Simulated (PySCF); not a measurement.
C3H10FSi2 (doublet state).
Cartesian coordinates in Å at the GFN2-xTB level; atoms count from 1:
```xyz
16
C3H10FSi2 angstrom
F     -0.679    0.922   -2.273
C     -1.128    0.899   -0.966
C     -0.584   -0.243   -0.189
Si    -1.472   -0.807    1.334
C      0.743   -0.737   -0.560
Si     2.132    0.449    0.075
H     -2.223    0.872   -1.012
H     -0.821    1.869   -0.539
H     -1.085   -0.049    2.537
H     -2.912   -0.624    1.130
H     -1.149   -2.217    1.563
H      0.861   -0.786   -1.645
H      0.922   -1.727   -0.142
H      3.421   -0.126   -0.310
H      2.017    0.554    1.531
H      1.948    1.759   -0.547
```

The hyperfine couplings belong to this conformer and change with its torsions.

Identity: `FC[C]([SiH3])C[SiH3]` [radical].

The calculation used UKS B3LYP, pcH-1 on C F H Si, non-relativistic, mean-field spin-orbit, GIAO in PySCF 2.14.0. The structure is a single GFN2-xTB conformer in the gas phase; no vibrational or solvent corrections. Couplings are sensitive to structure, and on GFN2-xTB geometries they can be far from those on DFT ones. Stability of the SCF solution: not tested.

**Question.** Where do the isotropic ENDOR lines of F1, H7/H8, H12/H13, H9/H10/H11 and H14/H15/H16 fall at 332.8 mT, to first order?

**Answer.** For S = 1/2 in fast tumbling each set of equivalent nuclei gives two lines, ν± = |νn ± a/2| to first order, with νn = g_N μN B/h and μN/h = 7.62259 MHz/T.

```csv
nuclei,isotope,g_N,νn (MHz),a_iso (MHz),lower line (MHz),upper line (MHz)
F1,19F,5.2577,13.34,39.36,6.34,33.02
H7/H8,1H,5.5857,14.17,85.23,28.44,56.78
H12/H13,1H,5.5857,14.17,44.08,7.87,36.21
H9/H10/H11,1H,5.5857,14.17,36.74,4.20,32.54
H14/H15/H16,1H,5.5857,14.17,5.23,11.55,16.79
```

**Question.** Which pairs are centred on the nuclear Larmor frequency, and which on half the coupling?

**Answer.** Centred on νn, since |a| < 2νn: H14/H15/H16. Centred on |a|/2 and split by 2νn: F1, H7/H8, H12/H13 and H9/H10/H11.

**Question.** At what field would the lower line of H12/H13 fall to zero frequency?

**Answer.** Where νn = |a|/2, that is B = 22.04 MHz/(5.5857 × 7.62259 MHz/T) = 518 mT, as far as first order holds there.

Class means assume fast exchange of nuclei equivalent by connectivity; if that motion is slow, each nucleus keeps its own coupling. The three 1H nuclei of mean +36.7 MHz run from 14.3 to 74.5 MHz in the frozen geometry. The three 1H nuclei of mean +5.2 MHz run from -3.6 to 21.1 MHz in the frozen geometry. The 1H value of +85.2 MHz is a mean of couplings from 47.3 to 123.1 MHz in this one geometry, not an average over conformers. The 1H value of +44.1 MHz is a mean of couplings from 22.6 to 65.5 MHz in this one geometry, not an average over conformers.

Time: 77 s wall (with the writing of density and orbital grids); peak memory 1.1 GiB. Hardware: one thread, Arm Neoverse V2 (aarch64), shared host with 96 logical CPUs at a one-minute load of 40.
